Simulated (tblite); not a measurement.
Species: C7H11NSi2.
Cartesian coordinates in Å at the GFN2-xTB level; atoms count from 1:
```xyz
21
C7H11NSi2 angstrom
C      2.6946    0.6220    0.0253
C      1.1975    0.5187    0.0779
C      0.4299    1.5759   -0.2024
Si    -1.4402    1.7473   -0.2010
C     -2.3060    0.2537    0.6251
C     -2.1706   -0.9654   -0.2070
C     -1.0458   -1.6672   -0.3199
Si     0.5311   -1.1896    0.5697
C      1.8320   -2.4154    0.0110
N      2.6315   -3.1612   -0.3310
H      3.0170    1.6246   -0.2512
H      3.0957   -0.0889   -0.6966
H      3.1233    0.3702    0.9952
H      0.9436    2.4956   -0.4784
H     -1.9316    1.8805   -1.5795
H     -1.7976    2.9467    0.5729
H     -1.8485    0.0970    1.6024
H     -3.3569    0.4867    0.7879
H     -3.0508   -1.2542   -0.7708
H     -1.0365   -2.5403   -0.9590
H      0.4794   -1.3199    2.0381
```

Method: GFN2-xTB as coded in tblite; computed harmonic values from a numerical Hessian at the method's own geometry, unscaled. This tight-binding method is rough: wavenumbers can miss measured ones by several per cent, in bad cases by 10 to 20. Modes of hydrogen on silicon can be 10 to 20 % off. One conformer, not necessarily the lowest.

Harmonic wavenumbers (cm⁻¹): 32.7, 87.9, 104.6, 131.1, 163.3, 174.0, 182.9, 216.9, 285.2, 302.8, 328.7, 350.7, 415.3, 427.3, 470.3, 511.5, 562.8, 586.5, 612.9, 617.4, 658.2, 685.4, 706.3, 751.9, 768.5, 784.1, 813.2, 827.4, 837.3, 922.1, 1018.7, 1028.2, 1037.2, 1117.0, 1121.9, 1195.5, 1230.1, 1299.1, 1337.2, 1403.1, 1472.7, 1477.2, 1482.7, 1637.8, 1650.9, 2158.7, 2193.3, 2212.5, 2356.8, 2962.5, 2976.3, 2996.3, 3003.9, 3012.3, 3017.1, 3021.8, 3047.6.

A = 1564, B = 744.1, C = 538.4 MHz; mass 165.043 u (most abundant isotopes); point group C1, symmetry number 1.

Q: What is the zero-point energy?

A: Half the sum of the wavenumbers: 33394 cm⁻¹ = 399.48 kJ/mol.

Q: What is S at 500 K and 1 bar for an ideal gas of classical rigid rotors and harmonic oscillators?

A: Translation 183.29, rotation 134.55, vibration 269.55: S = 587.4 J/(mol K).

Q: And Cp and H(500 K) − H(0)?

A: Cp = 288.50 J/(mol K), of which vibrations give 255.25 (their classical limit is 57 R = 473.9); H(500 K) − H(0) = 86.04 kJ/mol without the zero-point energy, 69.41 from vibrations.

Q: Blend soft modes into free rotors: weight 1/[1 + (100 cm⁻¹/ν̃)⁴] for the oscillator and the rest for a rotor with moment μB/(μ + B), μ = h/(8π²ν), B = 10⁻⁴⁴ kg m². What vibrational entropy results?

A: 253.53 J/(mol K) in place of 269.55, which changes −T·S at 500 K by +8.01 kJ/mol.

Q: How do the functions run with temperature in this model?

A: 
| T (K) | S (J/(mol K)) | Cp (J/(mol K)) | H − H(0) (kJ/mol) | G − H(0) (kJ/mol) | ln q(vib) |
| --- | --- | --- | --- | --- | --- |
| 50 | 256.7 | 58.3 | 2.16 | -10.68 | 0.68 |
| 100 | 307.6 | 91.4 | 5.92 | -24.84 | 2.09 |
| 298.15 | 460.1 | 205.1 | 35.62 | -101.56 | 8.81 |
| 373.15 | 510.0 | 240.4 | 52.36 | -137.96 | 11.41 |
| 750 | 717.7 | 353.8 | 166.97 | -371.34 | 23.70 |
| 1000 | 825.7 | 396.2 | 261.08 | -564.67 | 30.91 |

q(vib) and H(0) count from the zero-point level.

Hindered rotation and anharmonicity are outside this model. Other conformers, if any are populated, would add a mixing term that is left out. The structure is chiral; the term R ln 2 for an equal mix with its mirror image is left out.
